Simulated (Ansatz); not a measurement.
The cluster H₉Au₅⁺. Total charge 1; doublet. Geometry PBE-D4/def2-SVP.

```xyz
14

Au    1.728    3.398   -1.650
Au   -0.065    1.505   -0.796
Au   -0.562   -2.248    0.953
Au    0.458   -4.769    1.632
Au   -2.129    0.058    0.442
H     1.650   -5.828    1.714
H    -2.603    1.505   -0.046
H     3.434    3.865   -2.029
H    -2.153   -1.569    1.168
H    -0.336   -0.012   -0.056
H     0.873   -3.236    0.929
H     3.241    4.346   -1.364
H    -3.648    0.023    0.898
H     0.112    2.961   -1.797
```

In the def2 sets Au takes a core potential; there is no spin–orbit coupling. In the doublet, H8 and H12 lie 0.84 Å apart (atoms count from 1), so H2 has formed as a molecule. Another isomer (doublet) lies 0.42 eV lower at PBE0-D4/def2-TZVP; other spin states weren't run for this one.

(1) Estimate the α-spin orbital energies around the gap (eV) in Ansatz with PBE-D4/def2-SVP, r2SCAN-D4/def2-TZVP, B97M-V/def2-TZVP, PBE0-D4/def2-TZVP, BHLYP-D4/def2-TZVP.

## Answers

(1) 
| orbital | PBE-D4/def2-SVP | r2SCAN-D4/def2-TZVP | B97M-V/def2-TZVP | PBE0-D4/def2-TZVP | BHLYP-D4/def2-TZVP |
| --- | --- | --- | --- | --- | --- |
| HOMO−13 | -11.83 | -12.08 | -12.06 | -13.28 | -14.63 |
| HOMO−12 | -11.73 | -11.91 | -11.88 | -13.13 | -14.54 |
| HOMO−11 | -11.62 | -11.87 | -11.81 | -13.00 | -14.38 |
| HOMO−10 | -11.58 | -11.78 | -11.76 | -12.97 | -14.31 |
| HOMO−9 | -11.53 | -11.77 | -11.75 | -12.95 | -14.28 |
| HOMO−8 | -11.51 | -11.71 | -11.65 | -12.88 | -14.22 |
| HOMO−7 | -11.38 | -11.66 | -11.63 | -12.83 | -14.15 |
| HOMO−6 | -11.34 | -11.61 | -11.62 | -12.78 | -14.02 |
| HOMO−5 | -11.32 | -11.56 | -11.48 | -12.64 | -13.99 |
| HOMO−4 | -11.22 | -11.44 | -11.41 | -12.58 | -13.79 |
| HOMO−3 | -11.12 | -11.32 | -11.26 | -12.30 | -13.33 |
| HOMO−2 | -10.75 | -10.95 | -10.80 | -11.76 | -12.65 |
| HOMO−1 | -10.56 | -10.74 | -10.59 | -11.55 | -12.47 |
| HOMO | -9.84 | -10.21 | -10.02 | -11.05 | -12.03 |
| LUMO | -6.51 | -6.45 | -6.44 | -5.83 | -5.03 |
| LUMO+1 | -6.10 | -5.95 | -5.89 | -5.25 | -4.40 |
| LUMO+2 | -5.58 | -5.39 | -5.50 | -4.76 | -4.12 |
| LUMO+3 | -5.43 | -5.15 | -5.25 | -4.57 | -3.65 |
| LUMO+4 | -4.92 | -4.64 | -4.90 | -4.21 | -3.51 |
| LUMO+5 | -4.64 | -4.40 | -4.55 | -3.84 | -3.05 |
| β HOMO | -10.52 | -10.67 | -10.53 | -11.44 | -12.32 |
| β LUMO | -9.23 | -9.18 | -9.19 | -8.49 | -7.53 |
